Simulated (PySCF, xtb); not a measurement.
C2H12OSi3, SMILES [SiH2]([SiH3])[SiH2]OCC. The values are those of a single conformer.

Harmonic wavenumbers (cm⁻¹) from xtb with GFN2-xTB at its own minimum, in rising order: 31, 46, 67, 80, 88, 140, 198, 268, 323, 365, 390, 397, 435, 463, 495, 570, 618, 634, 720, 769, 789, 798, 824, 830, 832, 843, 997, 1093, 1144, 1163, 1272, 1350, 1400, 1477, 1488, 1494, 2104, 2138, 2153, 2199, 2216, 2235, 2284, 2868, 2903, 3040, 3044, 3048.

Question: What does r2SCAN-D4/def2-SVP (PySCF 2.14.0) give at its own minimum? (The exact figures need the calculation; the answer reports its results.)

Answer: 36, 62, 72, 93, 124, 154, 219, 280, 321, 375, 394, 412, 450, 501, 572, 673, 683, 731, 766, 808, 839, 873, 903, 927, 937, 938, 969, 1114, 1132, 1167, 1302, 1369, 1413, 1452, 1470, 1495, 2178, 2193, 2201, 2210, 2219, 2223, 2241, 2961, 3014, 3041, 3146, 3147. Paired by order, the mean absolute difference is 41 cm⁻¹ and the zero-point energies are 78.8 and 81.2 kcal/mol.
